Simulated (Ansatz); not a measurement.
Computed with Ansatz.

BH₅O₂SiTe (`OB(O)[Te][SiH3]`) at its PBE0-D4/def2-TZVP geometry, where that method's forces vanish. Total charge 0; spin multiplicity 1. Te: def2 effective core potential.

| atom | x (Å) | y (Å) | z (Å) |
| --- | --- | --- | --- |
| O1 | -1.517 | 0.320 | -0.659 |
| B2 | -0.663 | -0.573 | -1.215 |
| O3 | -1.047 | -1.314 | -2.279 |
| Te4 | 1.398 | -0.949 | -0.553 |
| Si5 | 1.260 | 0.460 | 1.490 |
| H6 | -1.144 | 0.833 | 0.065 |
| H7 | -1.945 | -1.106 | -2.561 |
| H8 | 2.528 | 1.208 | 1.672 |
| H9 | 0.154 | 1.452 | 1.326 |
| H10 | 0.976 | -0.330 | 2.714 |

(1) For each bond, give half the difference of the two atoms' forces along it (eV/Å; positive pushes the atoms apart) under PBE-D4, r2SCAN-D4, B3LYP-D4, ωB97M-V in def2-TZVPP. (Estimate.)

Results:

(1) The calculation gave: 
```tsv
bond	length (Å)	PBE-D4	r2SCAN-D4	B3LYP-D4	ωB97M-V
O1–B2	1.355	0.23	0.11	0.08	0.15
O1–H6	0.962	0.37	-0.02	-0.05	-0.12
B2–O3	1.353	0.31	0.12	0.05	0.13
B2–Te4	2.197	-0.06	-0.01	0.07	-0.13
O3–H7	0.963	0.36	0.00	-0.02	-0.08
Te4–Si5	2.486	0.08	0.05	0.24	0.01
Si5–H8	1.483	0.09	-0.03	-0.11	-0.12
Si5–H9	1.495	0.09	-0.02	-0.08	-0.09
Si5–H10	1.484	0.08	-0.02	-0.10	-0.12
```

B3LYP here is the variant with VWN-RPA as its local correlation; programs differ in this.
